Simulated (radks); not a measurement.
Neutral nickel, 28 electrons, occupied as [Ar] 3d8 4s2.

Method: scalar-relativistic Kohn-Sham, LDA (Slater exchange, Perdew-Wang correlation), spin-polarised, spherical densities, point nucleus; open shells are filled with parallel spins first; hard spherical wall at 10 bohr; computed with a radial shooting solver on a logarithmic mesh with Libxc functionals.

Energy parts (eV):
part                      energy
total                 -41309.457
kinetic                41865.147
electron-nucleus      -99220.038
Hartree                17698.450
exchange-correlation   -1653.017

Orbitals (lengths in bohr, moments of r in powers of bohr; r(90%) holds 90 % of the orbital's charge):
orbital,occ.,eigenvalue (eV),<r^4>,r(90%),<1/r>,<r^2>
1s up,1,-8194.984,0.00004005,0.0968,28.05,0.003947
1s down,1,-8194.968,0.00004005,0.0968,28.05,0.003947
2s up,1,-980.2572,0.008808,0.380,6.055,0.07115
2s down,1,-979.0803,0.008782,0.380,6.060,0.07105
2p up,3,-844.4501,0.006601,0.353,5.950,0.05709
2p down,3,-843.5433,0.006576,0.353,5.954,0.05699
3s up,1,-111.4619,0.6573,1.11,1.920,0.6345
3s down,1,-109.2705,0.6648,1.11,1.915,0.6374
3p up,3,-72.1961,0.9102,1.20,1.775,0.7160
3p down,3,-70.0633,0.9291,1.21,1.768,0.7217
3d up,5,-9.9759,5.352,1.75,1.373,1.337
3d down,3,-8.0911,6.850,1.84,1.345,1.464
4s up,1,-6.0108,134.0,4.22,0.4756,8.798
4s down,1,-5.6701,147.6,4.33,0.4628,9.238
4p up,0,-1.3123,482.4,6.00,0.3306,17.19
4p down,0,-1.1897,516.9,6.11,0.3211,17.92
4d up,0,2.5973,1610,7.83,0.2039,35.80
4d down,0,2.6154,1629,7.85,0.2062,36.05
5s up,0,1.5142,1838,7.99,0.2251,38.14
5s down,0,1.5904,1859,8.01,0.2264,38.30

The highest occupied level is 4s down at -5.670 eV. Spin moment in Bohr magnetons: 2. The pressure on the wall is 0.00438 GPa. The density falls to 0.001 e/bohr^3 at r = 4.30 bohr.
